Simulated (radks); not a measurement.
Task: The strontium ion Sr15+, configuration [Ar] 3d5. Calculated with a radial shooting solver on a logarithmic mesh with Libxc functionals: Dirac Kohn-Sham, PBEsol, spin-unpolarised, spherical densities, point nucleus; open shells fill j = l - 1/2 first. Some entries of the table are withheld. Estimate them.

orbital,occ.,eigenvalue (hartree),<1/r> (bohr^-1),<r> (bohr)
1s1/2,2,-601.8523,38.98,0.03918
2s1/2,2,-95.93018,8.798,0.1718
2p1/2,2,-88.87756,8.765,0.1471
2p3/2,4,-86.35676,8.426,0.1512
3s1/2,2,(1),3.133,0.4642
3p1/2,2,(2),3.050,0.4557
3p3/2,4,(3),2.970,0.4638
3d3/2,4,-19.61284,2.817,0.4299
3d5/2,1,-19.52383,2.798,0.4323

Result: 
(1) 3s1/2 eigenvalue (hartree): -26.93401
(2) 3p1/2 eigenvalue (hartree): -24.38536
(3) 3p3/2 eigenvalue (hartree): -23.92894
